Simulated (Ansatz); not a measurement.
CH₆BFOSi (`OCB[SiH2]F`). The species carries charge 0 and has multiplicity 1.

Cartesian coordinates in Å:
```
O -1.367 -2.121 0.419
C -0.545 -1.039 0.522
B -0.192 -0.073 -0.558
Si 1.139 1.372 -0.195
F 1.634 1.288 1.339
H -1.615 -2.231 -0.504
H -0.064 -1.030 1.498
H -1.168 0.038 0.539
H -0.777 -0.164 -1.603
H 2.340 1.209 -1.060
H 0.616 2.751 -0.398
```

**Question.** What are the harmonic wavenumbers in cm⁻¹ at PBE0-D4/def2-TZVP (Ansatz, finite differences of forces, unscaled)? (An estimate is asked.)

**Answer.** Computed: 88, 100, 189, 296, 375, 457, 515, 551, 646, 733, 840, 846, 906, 950, 1002, 1041, 1107, 1207, 1322, 1359, 1469, 2100, 2210, 2215, 2585, 3164, 3830.

**Question.** Is this a minimum?

**Answer.** Yes, all 27 modes are real.

**Question.** Give the ideal-gas thermochemistry at 298.15 K and 1 bar (rigid rotor, harmonic oscillator; point group C1, symmetry number 1).

**Answer.** Zero-point energy 192.0 kJ/mol; H(298) − E = 212.7 kJ/mol; entropy 342.6 J/(mol·K), of which translation 165.2, rotation 112.9, vibration 64.5; G(298) − E = 110.5 kJ/mol. Modes under 100 cm⁻¹ are hindered rotations or soft bends, so the harmonic entropy is rough.
